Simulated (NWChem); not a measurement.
Molecule: C$_{2}$H$_{7}$B; SMILES BCC

```xyz
10

B     -0.2890    -1.4312     0.0273
H      0.2863    -2.4790     0.2265
H     -1.4782    -1.4650    -0.2096
C      0.5114    -0.1003    -0.0175
C     -0.2431     1.2222     0.0247
H      1.0159    -0.2261    -1.0065
H      1.3601    -0.1184     0.6891
H     -0.7108     1.3805     1.0090
H     -1.0516     1.2464    -0.7224
H      0.4132     2.0858    -0.1658
```
Atoms are numbered in this order, from 1.

Coordinates come from a PBE0/def2-SVP optimisation.

Question: List the 4 lowest vertical singlet excitations from PBE/def2-SVP, full TDDFT (NWChem).

Answer: 
```json
[
 {"state": "S1", "energy (eV)": "5.32", "oscillator strength": "0.001", "leading excitation (squared amplitude)": "HOMO → LUMO (0.98)"},
 {"state": "S2", "energy (eV)": "5.49", "oscillator strength": "0.001", "leading excitation (squared amplitude)": "HOMO−1 → LUMO (0.99)"},
 {"state": "S3", "energy (eV)": "6.41", "oscillator strength": "0.029", "leading excitation (squared amplitude)": "HOMO−2 → LUMO (0.97)"},
 {"state": "S4", "energy (eV)": "7.10", "oscillator strength": "0.006", "leading excitation (squared amplitude)": "HOMO−3 → LUMO (0.99)"}
]
```
